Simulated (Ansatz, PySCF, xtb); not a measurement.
CH4 (SMILES C) and Si2H6 (SMILES [SiH3][SiH3]) are pulled apart as rigid monomers along the line of their centres of mass, from the B3LYP-D3(BJ)/def2-TZVP minimum. Starting geometry (charge 0, multiplicity 1):
```xyz
13

C      0.0554    -0.1260     0.0464
H     -0.3725    -1.0483     0.4367
H     -0.5348     0.7218     0.3915
H      1.0800    -0.0225     0.3998
H      0.0467    -0.1546    -1.0423
Si     1.0589     0.4535     4.1645
Si    -1.1266    -0.2962     3.7682
H      1.7872    -0.5248     5.0091
H      1.0294     1.7572     4.8717
H      1.7986     0.6227     2.8915
H     -1.1098    -1.6077     3.0771
H     -1.8669     0.6758     2.9288
H     -1.8453    -0.4512     5.0569
```

Interaction energies with rigid monomers; basis-set methods are counterpoise corrected unless marked otherwise.

Frozen-core correlation.

Programs: Ansatz (a quantum-chemistry and plane-wave program) with Gaussian orbitals; PySCF for the dispersion terms; xtb for the GFN methods. Values without a source in brackets are computed.

| C1···Si7 (Å) | GFN1-xTB (kcal/mol) | GFN2-xTB (kcal/mol) | r2SCAN-D3(BJ)/def2-TZVPPD (kcal/mol) | B3LYP/def2-TZVPPD (kcal/mol) | CCSD(T)/aug-cc-pV(D+d)Z (kcal/mol) |
|---|---|---|---|---|---|
| 3.54 | ___ | -0.02 | -0.02 | 2.23 | 0.35 |
| 3.91 | -1.55 | -0.99 | -0.87 | 0.69 | -0.77 |
| 4.47 | -0.88 | -0.82 | ___ | 0.21 | -0.66 |
| 5.42 | -0.29 | -0.33 | -0.25 | 0.08 | -0.23 |
| 6.96 | -0.06 | -0.07 | -0.05 | 0.00 | -0.05 |

Q: Fill in the missing entries.

A: 
- 4.47, r2SCAN-D3(BJ)/def2-TZVPPD (kcal/mol): -0.67
- 3.54, GFN1-xTB (kcal/mol): -1.36
